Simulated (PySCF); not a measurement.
From one molecule to another.

First species: C4H10O2Si.
InChI=1S/C4H10O2Si/c1-3-4(2)6-7-5/h5H,2-3,7H2,1H3

Second species: C4H5N3.
InChI=1S/C4H5N3/c1-2-7-5-3-4-6-7/h2-4H,1H2

Levels: CAM-B3LYP/def2-SVPD for dipole moment, HOMO energy, LUMO energy, HOMO–LUMO gap, static isotropic polarisability and electronic spatial extent ⟨r²⟩ about the centre of nuclear charge; TDDFT CAM-B3LYP/def2-SVPD for lowest singlet excitation; TDA CAM-B3LYP/def2-SVPD for lowest triplet excitation (Tamm–Dancoff); GFN2-xTB for rotational constant A and rotational constant C. Geometries: GFN2-xTB. All species are isolated and taken at one optimised geometry, non-relativistic unless stated; the electronic structure was computed with PySCF and density fitting.

Dipoles, sizes and rotational constants follow the conformer. The torsions of the flexible species, by atom-mapped SMILES:
- `[CH2:1]=[C:2]([CH2:3][CH3:4])[O:5][SiH2:6][OH:7]`: C1–C2–C3–C4 -111°, C1–C2–O5–Si6 -1°, C2–O5–Si6–O7 58°, H–O7–Si6–O5 49°
- `[CH2:1]=[CH:2][n:3]1[n:4][cH:5][cH:6][n:7]1`: C1–C2–N3–N4 180°

Values for the first species:

```
Dipole moment                                                     : 1.32 D
HOMO energy                                                       : -8.21 eV
LUMO energy                                                       : 0.81 eV
HOMO–LUMO gap                                                     : 9.02 eV
Lowest singlet excitation                                         : 6.37 eV
Lowest triplet excitation (Tamm–Dancoff)                          : 4.39 eV
Static isotropic polarisability                                   : 80.1 au
Electronic spatial extent ⟨r²⟩ about the centre of nuclear charge : 1170 bohr²
Rotational constant A                                             : 3.974 GHz
Rotational constant C                                             : 1.093 GHz
```

Problem. Estimate the same properties for the second species, and the change in each.

Solution. 
| property | first | second | second less first |
| --- | --- | --- | --- |
| dipole moment | 1.32 D | 0.36 D | -0.96 D |
| HOMO energy | -8.21 eV | -8.37 eV | -0.16 eV |
| LUMO energy | 0.81 eV | -0.12 eV | -0.93 eV |
| HOMO–LUMO gap | 9.02 eV | 8.25 eV | -0.77 eV |
| lowest singlet excitation | 6.37 eV | 5.45 eV | -0.92 eV |
| lowest triplet excitation (Tamm–Dancoff) | 4.39 eV | 3.61 eV | -0.78 eV |
| static isotropic polarisability | 80.1 au | 68.8 au | -11.3 au |
| electronic spatial extent ⟨r²⟩ about the centre of nuclear charge | 1170 bohr² | 660 bohr² | -510 bohr² |
| rotational constant A | 3.974 GHz | 8.479 GHz | +4.505 GHz |
| rotational constant C | 1.093 GHz | 1.814 GHz | +0.721 GHz |

On the first: The principal polarisabilities are 68.5, 84.7 and 87.2 au; their mean is the isotropic value. S1 lies 2.65 eV below the HOMO–LUMO gap; its leading configuration is HOMO→LUMO, weight 0.89.

On the second: The principal polarisabilities are 41.1, 63.9 and 101.4 au; their mean is the isotropic value. A dipole of 0.36 D is allowed in Cs, and pure rotational transitions are dipole-allowed.
